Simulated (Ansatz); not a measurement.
```yaml
crystal:
  periodic: [false, false, false]
  atoms:
    - {symbol: Si, position_ang: [-2.155291, 0.637174, 1.404456]}
    - {symbol: N, position_ang: [-1.424793, 0.946725, -0.140826]}
    - {symbol: Si, position_ang: [-2.025610, 2.222705, -1.151835]}
    - {symbol: Ge, position_ang: [-0.158501, -0.217188, -0.789229]}
    - {symbol: N, position_ang: [1.474220, 0.609724, -0.618277]}
    - {symbol: Si, position_ang: [1.586869, 2.096189, 0.273413]}
    - {symbol: Si, position_ang: [2.841256, 0.017590, -1.508123]}
    - {symbol: N, position_ang: [-0.144242, -1.677836, 0.326632]}
    - {symbol: Si, position_ang: [1.171247, -1.885302, 1.441963]}
    - {symbol: Si, position_ang: [-1.321539, -2.936033, 0.121364]}
    - {symbol: H, position_ang: [-1.143911, 0.545054, 2.487016]}
    - {symbol: H, position_ang: [-3.064375, 1.784578, 1.673429]}
    - {symbol: H, position_ang: [-2.962095, -0.612126, 1.404505]}
    - {symbol: H, position_ang: [-1.189353, 2.245772, -2.382542]}
    - {symbol: H, position_ang: [-3.443980, 1.992409, -1.539362]}
    - {symbol: H, position_ang: [-1.938928, 3.538384, -0.468832]}
    - {symbol: H, position_ang: [-0.444004, -0.615509, -2.242547]}
    - {symbol: H, position_ang: [3.030122, 2.458991, 0.299477]}
    - {symbol: H, position_ang: [1.090275, 1.946601, 1.664180]}
    - {symbol: H, position_ang: [0.835998, 3.201527, -0.379489]}
    - {symbol: H, position_ang: [4.006540, -0.212404, -0.616915]}
    - {symbol: H, position_ang: [3.253164, 0.968910, -2.576010]}
    - {symbol: H, position_ang: [2.437616, -1.267910, -2.139764]}
    - {symbol: H, position_ang: [1.318522, -0.719097, 2.348285]}
    - {symbol: H, position_ang: [0.850848, -3.097541, 2.243935]}
    - {symbol: H, position_ang: [2.466953, -2.109864, 0.747329]}
    - {symbol: H, position_ang: [-2.015156, -3.239913, 1.398699]}
    - {symbol: H, position_ang: [-2.312721, -2.458365, -0.880568]}
    - {symbol: H, position_ang: [-0.698730, -4.191343, -0.379967]}
basis:
  gaussian: {orbitals: "6-31G*"}
hamiltonian: {xc: {name: HF}}
correlation: {method: mp2, frozen_orbitals: {Si: 9}}
output: {forces: true}
```

```sh
$ ansatz run in.yaml --threads 11 --pin off --events-out ev --progress --plain --max-ram 174080MiB --backend cpu
```

Shortened log:

```
Functional definition: HF
Error: "frozen_orbitals" has no count for N
```

Question: What is wrong with this run?

Answer: Frozen orbitals are typed for one element alone, and the program wants a count for each. The program refused the input.
